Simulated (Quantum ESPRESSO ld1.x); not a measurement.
Q: The mean radii <r> (bohr) of the occupied orbitals of an atom or ion are listed with their occupations. Method: Dirac Kohn-Sham, LDA (Slater exchange, Perdew-Zunger correlation), spin-unpolarised, spherical densities, point nucleus; computed with ld1.x of Quantum ESPRESSO 7.5.

| orbital | occ. | <r> |
|---|---|---|
| 1s1/2 | 2 | 0.03188 |
| 2s1/2 | 2 | 0.1381 |
| 2p1/2 | 2 | 0.1172 |
| 2p3/2 | 4 | 0.1222 |
| 3s1/2 | 2 | 0.3791 |
| 3p1/2 | 2 | 0.3708 |
| 3p3/2 | 4 | 0.3817 |
| 3d3/2 | 4 | 0.3543 |
| 3d5/2 | 6 | 0.3578 |
| 4s1/2 | 2 | 0.9013 |
| 4p1/2 | 2 | 0.9460 |
| 4p3/2 | 4 | 0.9686 |
| 4d3/2 | 2 | 1.090 |

Name the element and its charge. Open shells, if any, fill j = l - 1/2 first.

A: Z = 46, palladium, charge +8: Pd8+ in [Kr] 4d2. The 1s radius gives Z: for a bare nucleus <r> = (2 gamma + 1)/(2Z) with gamma = sqrt(1 - (Z/c)^2), 0.03135 bohr for Z = 46, and screening makes it slightly larger (0.03188 here). The occupations add up to 38, and the charge is Z minus that.
